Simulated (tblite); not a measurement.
C7H5F2 (doublet state).
SMILES with atom numbers: `[CH:1]#[C:2][C@@:3]1([F:4])[CH2:5][CH:6]=[C:7]1[CH:8][F:9]` (hydrogens: H10 on C1; H11, H12 on C5; H13 on C6; H14 on C8)

Computed geometry: GFN2-xTB, gas phase. This method treats the open shell by occupation alone, without spin polarisation.

Some entries are withheld.

```json
{"coordinate": "C1≡C2", "value": "?"}
{"coordinate": "C2–C3", "value": "1.445 Å"}
{"coordinate": "C3–F4", "value": "1.383 Å"}
{"coordinate": "C3–C5", "value": "?"}
{"coordinate": "C5–C6", "value": "1.494 Å"}
{"coordinate": "C6=C7", "value": "?"}
{"coordinate": "C7–C8", "value": "?"}
{"coordinate": "C8–F9", "value": "1.340 Å"}
{"coordinate": "C3–C7", "value": "1.526 Å"}
{"coordinate": "C1–H10", "value": "1.049 Å"}
{"coordinate": "C5–H11", "value": "1.091 Å"}
{"coordinate": "C5–H12", "value": "1.091 Å"}
{"coordinate": "C6–H13", "value": "1.071 Å"}
{"coordinate": "C8–H14", "value": "1.077 Å"}
{"coordinate": "C1–C2–C3", "value": "?"}
{"coordinate": "C2–C3–F4", "value": "109.9°"}
{"coordinate": "C2–C3–C5", "value": "?"}
{"coordinate": "C2–C3–C7", "value": "115.5°"}
{"coordinate": "F4–C3–C5", "value": "113.2°"}
{"coordinate": "F4–C3–C7", "value": "113.9°"}
{"coordinate": "C5–C3–C7", "value": "86.7°"}
{"coordinate": "C3–C5–C6", "value": "86.8°"}
{"coordinate": "C5–C6–C7", "value": "94.5°"}
{"coordinate": "C6–C7–C8", "value": "138.3°"}
{"coordinate": "C3–C7–C6", "value": "91.9°"}
{"coordinate": "C3–C7–C8", "value": "129.7°"}
{"coordinate": "C7–C8–F9", "value": "?"}
```

Question: Estimate the withheld lengths and angles.

Answer: 
- C1≡C2 = 1.197 Å, drawn triple in a drawing that doesn't fit all lengths (ends: carbon bonded to C and H; carbon bonded to 2 C); 0.18 Å below the sum of covalent radii, 1.38 Å.
- C3–C5 = 1.557 Å, drawn single in a drawing that doesn't fit all lengths (ends: carbon bonded to 3 C and F; carbon bonded to 2 C and 2 H); 0.04 Å above the sum of covalent radii, 1.52 Å.
- C6=C7 = 1.387 Å, drawn double in a drawing that doesn't fit all lengths (ends: carbon bonded to 2 C and H; carbon bonded to 3 C); 0.07 Å below the sum of covalent radii, 1.46 Å.
- C7–C8 = 1.360 Å, drawn single in a drawing that doesn't fit all lengths (ends: carbon bonded to 3 C; carbon bonded to C, F and H); 0.10 Å below the sum of covalent radii, 1.46 Å.
- C1–C2–C3 = 179.1°, at the carbon bonded to 2 C; the outer atoms are 2.642 Å apart.
- C2–C3–C5 = 116.1°, at the carbon bonded to 3 C and F; the outer atoms are 2.548 Å apart.
- C7–C8–F9 = 121.3°, at the carbon bonded to C, F and H; the outer atoms are 2.354 Å apart.

Radii are Cordero's, carbon taken as 0.76, 0.73 or 0.69 Å for four, three, and two or fewer neighbours.

Its GFN2-xTB frequencies are all real (lowest 81 cm⁻¹). Torsions: C6–C7–C8–F9 0°.

Time: 0.21 s. Hardware: one thread, Arm Neoverse V2 (aarch64), on a shared host. That covers the optimisation of the geometry.

One conformer stands for the species.
